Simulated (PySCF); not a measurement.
## A ladder for the ionisation energy of Mo

Mo [Kr] 4d5 5s1 (7S) → Mo⁺ [Kr] 4d5 (6S). Scalar values calculated with PySCF 2.14 in aug-cc-pVTZ-PP with ECP28MDF (ECP; valence: 4s2 4p6 frozen). The spin-orbit shift comes from two-component X2C-1e calculations (generalised Hartree-Fock, GHF, and MP2 on its spinors, GMP2) in x2c-QZVPPall-2c: GMP2 gives 7.122 eV without and 7.121 eV with screened spin-orbit coupling, a shift of -0.001 eV (GHF: 0.000 eV). Sums use unrounded values; where a UHF row is shifted, it takes the GHF shift.

| method | scalar (eV) | plus spin-orbit shift (eV) | error (eV) |
| --- | --- | --- | --- |
| UHF | 6.243 | 6.243 | -0.849 |
| LDA | 7.785 | 7.784 | 0.692 |
| PBE | 7.521 | 7.521 | 0.428 |
| PBE0 | 7.244 | 7.243 | 0.151 |
| r2SCAN | 7.567 | 7.566 | 0.474 |
| MN15 | 7.204 | 7.203 | 0.111 |
| BHandHLYP | 6.788 | 6.788 | -0.305 |
| TPSS | 7.357 | 7.357 | 0.264 |
| BLYP | 7.329 | 7.329 | 0.236 |
| MP2 (valence) | 6.815 | 6.814 | -0.278 |
| SCS-MP2 (valence) | 6.434 | 6.433 | -0.659 |
| CCSD (valence) | 6.849 | 6.848 | -0.244 |
| CCSD(T) (valence) | 6.888 | 6.888 | -0.205 |

Reference: 7.092 eV (measured; NIST Atomic Spectra Database, ionization energies).

The errors of the correlated levels include the incompleteness of the basis and the frozen core, so a lower level can come closer by cancellation.
